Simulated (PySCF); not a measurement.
## Computed properties of C₂H₇InO, SMILES [InH]([OH])[CH2]C

In(H)(Et)(OH) (C2H7InO), SMILES C[CH2][InH][OH]. Coordinates come from a B3LYP-D3(BJ)/def2-SVP optimisation. The structure was generated by enumeration; whether it is a known compound was not checked. The def2 effective core potentials stand for the cores of In; spin–orbit coupling is left out. The values are those of a single conformer. All values are computed for the isolated molecule unless a solvent is named; none is compared with measurement here.

**Structure.** The optimised structure has Cs symmetry. All 27 harmonic modes at B3LYP-D3(BJ)/def2-SVP (PySCF) are real, so it is a minimum. With heavy atoms numbered as in [InH:1]([CH2:3][CH3:4])[OH:10], the shortest bond between them is C3–C4 at 1.530 Å and the longest In1–C3 at 2.190 Å.

**Vibrations.** The strongest infrared lines (harmonic, unscaled, degenerate partners summed) lie at 1786 cm⁻¹ (242 km/mol, H 99 %), 764 cm⁻¹ (130 km/mol, H 92 %), 315 cm⁻¹ (108 km/mol, H 87 %, O 9 %). The softest mode is at 53 cm⁻¹ and the zero-point energy is 51.9 kcal/mol.

**Electronic structure.** M06-2X/def2-TZVP (PySCF) places the frontier levels at -8.46 and -0.74 eV, a gap of 7.72 eV, and gives a dipole moment of 2.97 D and a mean polarisability of 64.6 bohr³. PBE/def2-TZVP (PySCF) at the same geometry gives -6.12 and -1.83 eV, so its gap is 3.43 eV narrower. An orbital gap is neither the optical nor the fundamental gap.

**Excitations.** TDDFT-M06-2X/def2-SVPD (PySCF) has S1 at 4.88 eV (254 nm, f = 0.000, dark); the most intense of the 10 singlets computed lies at 7.37 eV (f = 0.29). T1 (TDA) is at 4.58 eV. TDDFT-PBE/def2-SVPD (PySCF) puts S1 at 4.42 eV. No vertical singlet excitation falls in the visible range (under 3.1 eV).
